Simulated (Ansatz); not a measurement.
Start from `F[SiH2][SiH2]S` and change one atom or group to get `CS[SiH2][SiH2]S`.

Ansatz, PBE0-D4/def2-TZVP geometries, multiplicity 1. Each molecule was computed in one conformer, which needn't be the lowest.

```json
{"property": "size of the dipole moment (ωB97M-V/def2-TZVPP) / D", "`F[SiH2][SiH2]S`": "1.18"}
{"property": "HOMO–LUMO gap (PBE0/def2-TZVPP) / eV", "`F[SiH2][SiH2]S`": "6.41"}
{"property": "HOMO energy (ωB97M-V/def2-TZVPP) / eV", "`F[SiH2][SiH2]S`": "-9.54"}
{"property": "LUMO energy (PBE0/def2-TZVPP) / eV", "`F[SiH2][SiH2]S`": "-1.02"}
{"property": "size of the dipole moment (B3LYP/def2-TZVPP) / D", "`F[SiH2][SiH2]S`": "1.18"}
{"property": "HOMO energy (PBE/def2-TZVPP) / eV", "`F[SiH2][SiH2]S`": "-6.25"}
```

What does the change do to each property? (Estimate.)

Computed: 
```json
{"property": "size of the dipole moment (ωB97M-V/def2-TZVPP) / D", "`CS[SiH2][SiH2]S`": "1.75", "shift": "0.57"}
{"property": "HOMO–LUMO gap (PBE0/def2-TZVPP) / eV", "`CS[SiH2][SiH2]S`": "6.41", "shift": "0.00"}
{"property": "HOMO energy (ωB97M-V/def2-TZVPP) / eV", "`CS[SiH2][SiH2]S`": "-9.21", "shift": "0.33"}
{"property": "LUMO energy (PBE0/def2-TZVPP) / eV", "`CS[SiH2][SiH2]S`": "-0.72", "shift": "0.30"}
{"property": "size of the dipole moment (B3LYP/def2-TZVPP) / D", "`CS[SiH2][SiH2]S`": "1.79", "shift": "0.61"}
{"property": "HOMO energy (PBE/def2-TZVPP) / eV", "`CS[SiH2][SiH2]S`": "-5.99", "shift": "0.26"}
```

Dipoles are sizes alone; their direction can turn.

B3LYP here is the variant with VWN-RPA as its local correlation; programs differ in this.
